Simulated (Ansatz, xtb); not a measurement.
C4H5N3S: which of two isomers lies lower

Structure I is `[H]/N=C1/CC(N=C)=NS1`, a singlet and structure II is `[H]/N=C1\C=C(N=C)NS1`, a singlet. Both are isolated molecules in the gas phase, relaxed with PBE0-D3(BJ)/def2-SVP; the shapes shown needn't be the lowest conformers.

I (Å):

```yaml
atoms:
  - { symbol: C, position_ang: [1.5748, 1.4619, 2.7594] }
  - { symbol: C, position_ang: [0.5360, 1.0218, 0.7659] }
  - { symbol: C, position_ang: [-0.0880, 0.9588, -1.5705] }
  - { symbol: C, position_ang: [0.7809, 0.3040, -0.5249] }
  - { symbol: N, position_ang: [1.2017, 0.5993, 1.9074] }
  - { symbol: N, position_ang: [-0.3419, 1.9586, 0.7940] }
  - { symbol: N, position_ang: [-0.0932, 0.6462, -2.7935] }
  - { symbol: S, position_ang: [-1.0647, 2.2062, -0.7231] }
  - { symbol: H, position_ang: [1.4449, 2.5476, 2.6042] }
  - { symbol: H, position_ang: [2.0405, 1.1219, 3.6941] }
  - { symbol: H, position_ang: [-0.7513, 1.2080, -3.3383] }
  - { symbol: H, position_ang: [1.8414, 0.3413, -0.8221] }
  - { symbol: H, position_ang: [0.5246, -0.7635, -0.4220] }
```

II (Å):

```yaml
atoms:
  - { symbol: C, position_ang: [-1.0787, 0.5577, -1.1697] }
  - { symbol: C, position_ang: [0.5490, 0.8401, 0.4310] }
  - { symbol: C, position_ang: [1.3134, 1.6870, 1.1713] }
  - { symbol: C, position_ang: [2.5076, 1.0777, 1.7270] }
  - { symbol: N, position_ang: [-0.6485, 1.2026, -0.1624] }
  - { symbol: N, position_ang: [3.4643, 1.5127, 2.4408] }
  - { symbol: N, position_ang: [1.0611, -0.4399, 0.2771] }
  - { symbol: S, position_ang: [2.5138, -0.6384, 1.1922] }
  - { symbol: H, position_ang: [-0.5227, -0.2681, -1.6493] }
  - { symbol: H, position_ang: [-2.0444, 0.8436, -1.6064] }
  - { symbol: H, position_ang: [1.0575, 2.7342, 1.3224] }
  - { symbol: H, position_ang: [3.3476, 2.5117, 2.6199] }
  - { symbol: H, position_ang: [0.3945, -1.2003, 0.3979] }
```

Quicker runs give these differences E(II) − E(I): GFN2-xTB +34.3 kJ/mol; HF/STO-3G +53.3 kJ/mol (at GFN2-xTB geometries); r2SCAN-D4/def2-SVP +16.8 kJ/mol (at GFN2-xTB geometries).

**Question.** Estimate E(II) − E(I) at the level CCSD(T)/def2-SVP + ΔMP2/def2-TZVPP.

**Answer.** Calculated at CCSD(T)/def2-SVP + ΔMP2/def2-TZVPP: E(II) − E(I) = +29.5 kJ/mol, so structure I lies lower.

The same difference at several levels:

```
                             level              geometry  E(II) − E(I) (kJ/mol)  departure from the last row (kJ/mol)  job, with rough time for the two
                          GFN2-xTB              GFN2-xTB                   +34.3                                  +4.8              optimisation, 0.95 s
                         HF/STO-3G              GFN2-xTB                   +53.3                                 +23.8                 single point, 3 s
                r2SCAN-D4/def2-SVP              GFN2-xTB                   +16.8                                 −12.7                single point, 17 s
              PBE0-D3(BJ)/def2-SVP  PBE0-D3(BJ)/def2-SVP                   +17.7                                 −11.8               optimisation, 4 min
                       HF/def2-SVP  PBE0-D3(BJ)/def2-SVP                   +25.6                                  −3.8           part of the CCSD(T) run
                      MP2/def2-SVP  PBE0-D3(BJ)/def2-SVP                   +29.1                                  −0.4           part of the CCSD(T) run
                  CCSD(T)/def2-SVP  PBE0-D3(BJ)/def2-SVP                   +34.2                                  +4.7                      single point
CCSD(T)/def2-SVP + ΔMP2/def2-TZVPP  PBE0-D3(BJ)/def2-SVP                   +29.5                                                   single point, 7.3 min
```

As drawn, II has 1 N–H, 1 C=C, 1 C–N in place of 1 C=N, 1 C–C, 1 C–H.

None of the levels shown reverses the order. The largest departure from CCSD(T)/def2-SVP + ΔMP2/def2-TZVPP is that of HF/STO-3G, 23.8 kJ/mol. The last row adds to CCSD(T) the change of the MP2 difference between the two basis sets, here −4.7 kJ/mol.

With thermal terms from frequencies at re-optimised GFN2-xTB minima (ideal gas, soft modes damped towards free rotors, one conformer each, 298.15 K, 1 atm): on the last row, ΔE + ΔZPE = +28.3, ΔH = +28.6, ΔG = +28.7 kJ/mol.

The correlated steps freeze 12 core orbitals. Programs: Ansatz 0.2.0, xtb 6.7.1; the last row on 2 threads of AMD EPYC (Zen 3) on a shared host.
